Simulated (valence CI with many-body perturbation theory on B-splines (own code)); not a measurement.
# Yb³⁸⁺: calculated level list

Level of theory: valence CI with perturbative core correlation (CI+MBPT): four valence electrons over a frozen Dirac-Fock core [Ar] 3d10, a basis of 11 s, 11 p, 10 d, 8 f, 5 g, 2 h functions for each j, with the one-electron correlation potential Σ1, the two-electron term Σ2, the three-electron term Σ3, Breit, model QED; selected CI, second order for the rest, scaled by the run's own slope (own B-spline code, finite nucleus).

No measured spectrum was set against this ion. As an estimate, large intervals hold to a few tenths of a per cent, small ones and those within an open d or f shell to about a per cent. Among the levels kept, up to 410 cm⁻¹ of a level comes from second order outside the variational space, and about a tenth of that is noise between levels of different J, which matters for small intervals.

Levels 91 to 135 of 190, with energies above the lowest level, (4s^2 4p1/2^2) J=0. "Leading %" is the weight of the configuration and term that name the level; weights of strongly mixed levels are sums over their largest components and can fall short. In the jj column 3d3/2^4 stands for four electrons in 3d with j = 3/2. Lifetimes count E1, E2, E3, M1 and M2 decay at the calculated energies, and are blank where another channel may lead or the interval is too uncertain; long ones can be off by a factor of two.

```
No.  Configuration  Term  J  E (eV)  Leading %                   Leading jj  Lifetime      g
 91          4p³4d   ³F°  3  459.54         19   4p1/2^2 4p3/2 4d3/2 (71 %)   9.48 ps  1.074
 92        4s²4p4f    ³F  4  459.80         24      4s^2 4p3/2 4f7/2 (41 %)   5.29 ps  1.152
 93         4s²4d²    ³P  2  460.45         20      4s 4p3/2^2 4d3/2 (32 %)   1.07 ps  1.149
 94        4s4p²4d    ¹P  1  461.46         25      4s 4p3/2^2 4d5/2 (51 %)   1.00 ps  1.293
 95        4s4p²4d    ³D  3  462.55         37      4s 4p3/2^2 4d5/2 (70 %)   1.94 ps  1.215
 96          4p³4d   ³P°  0  462.73         55   4p1/2^2 4p3/2 4d3/2 (93 %)   4.13 ps       
 97          4p³4d   ³D°  1  464.83         29   4p1/2^2 4p3/2 4d3/2 (92 %)   3.04 ps  1.155
 98        4s²4p4f    ³G  5  464.87         87      4s^2 4p3/2 4f7/2 (87 %)   2.30 ps  1.204
 99        4s4p²4d    ³D  3  466.35         70      4s 4p3/2^2 4d5/2 (92 %)   1.68 ps  1.264
100         4s²4d²    ³F  4  467.80         41      4s 4p3/2^2 4d5/2 (44 %)   1.02 ps  1.221
101        4s4p²4d    ¹D  2  468.67         37      4s 4p3/2^2 4d5/2 (41 %)   1.95 ps  1.107
102        4s4p²4f   ⁵G°  2  470.63         40      4s 4p1/2^2 4f5/2 (88 %)   3.80 ps  0.607
103        4s²4p4f    ³G  4  470.84         26      4s^2 4p3/2 4f5/2 (47 %)   1.01 ps  1.128
104        4s4p²4d    ¹D  2  471.53         22      4s 4p3/2^2 4d3/2 (46 %)    635 fs  0.998
105        4s²4p4f    ³D  1  472.08         44      4s 4p3/2^2 4d3/2 (45 %)    792 fs  0.734
106        4s²4p4f    ³F  3  472.66         21      4s 4p3/2^2 4d3/2 (48 %)    643 fs  1.008
107          4p³4d   ³F°  4  472.95         20      4s 4p1/2^2 4f7/2 (53 %)   17.1 ps  1.279
108        4s4p²4f   ⁵G°  3  473.57         24      4s 4p1/2^2 4f5/2 (53 %)   2.90 ps  1.086
109          4p³4d   ³D°  3  476.57         15      4s 4p1/2^2 4f7/2 (41 %)   3.69 ps  1.135
110        4s4p²4d    ¹D  2  478.24         19      4s 4p3/2^2 4d5/2 (45 %)   1.16 ps  1.123
111         4s²4d²    ¹S  0  479.17         58          4s^2 4d5/2^2 (78 %)   1.08 ps       
112          4p³4d   ³F°  4  479.72         23   4p1/2^2 4p3/2 4d5/2 (49 %)   2.79 ps  1.252
113        4s²4p4f    ³D  2  480.39         13      4s 4p3/2^2 4d5/2 (56 %)    968 fs  1.221
114          4p³4d   ³D°  2  480.44         34   4p1/2^2 4p3/2 4d5/2 (87 %)   2.68 ps  1.263
115        4s4p²4d    ³D  1  482.41         31      4s 4p3/2^2 4d5/2 (80 %)    865 fs  1.010
116         4s²4d²    ¹G  4  482.51         31      4s^2 4p3/2 4f7/2 (29 %)    842 fs  1.076
117        4s4p²4d    ¹F  3  483.60         23      4s 4p3/2^2 4d5/2 (61 %)    783 fs  1.182
118        4s4p²4d    ¹D  2  492.28         29      4s 4p3/2^2 4d5/2 (65 %)    709 fs  1.010
119          4p³4d   ³D°  1  492.51         39   4p1/2^2 4p3/2 4d5/2 (87 %)   2.30 ps  1.008
120          4p³4d   ¹F°  3  495.12         14   4p1/2^2 4p3/2 4d5/2 (44 %)   1.95 ps  1.044
121            4p⁴    ³P  0  496.50         32               4p3/2^4 (52 %)    578 fs       
122        4s4p4d²   ⁵G°  2  497.47         62      4s 4p1/2 4d3/2^2 (85 %)   2.32 ps  0.494
123        4s4p4d²   ⁵G°  3  503.57         44      4s 4p1/2 4d3/2^2 (72 %)   2.50 ps  1.000
124        4s4p4d²   ⁵D°  0  510.67         58      4s 4p1/2 4d3/2^2 (81 %)   1.36 ps       
125        4s4p4d²   ⁵G°  3  513.51         19  4s 4p1/2 4d3/2 4d5/2 (63 %)   5.75 ps  1.096
126        4s4p4d²   ⁵F°  2  514.23         13  4s 4p1/2 4d3/2 4d5/2 (66 %)   5.02 ps  1.040
127        4s4p4d²   ⁵G°  4  514.62         34  4s 4p1/2 4d3/2 4d5/2 (75 %)   8.67 ps  1.099
128        4s4p4d²   ⁵D°  1  515.38         44      4s 4p1/2 4d3/2^2 (63 %)   1.34 ps  1.054
129        4s4p4d²   ³D°  1  516.08         27      4s 4p1/2 4d3/2^2 (71 %)   1.16 ps  0.888
130        4s4p4d²   ⁵D°  1  518.03         17  4s 4p1/2 4d3/2 4d5/2 (37 %)   1.45 ps  1.127
131        4s4p4d²   ⁵F°  2  518.31         21      4s 4p1/2 4d3/2^2 (70 %)    795 fs  1.146
132        4s4p4d²   ³H°  4  519.87         15  4s 4p1/2 4d3/2 4d5/2 (51 %)   7.43 ps  1.052
133        4s4p4d²   ³H°  5  520.48         22  4s 4p1/2 4d3/2 4d5/2 (72 %)   11.7 ps  1.142
134          4p³4d   ⁵D°  0  520.49         30   4p1/2 4p3/2^2 4d3/2 (48 %)   4.20 ps       
135        4s4p4d²   ⁵P°  1  520.63         34  4s 4p1/2 4d3/2 4d5/2 (63 %)   2.77 ps  1.706
```

Where two levels of one J and parity lie close, their mixing, g and order are uncertain.
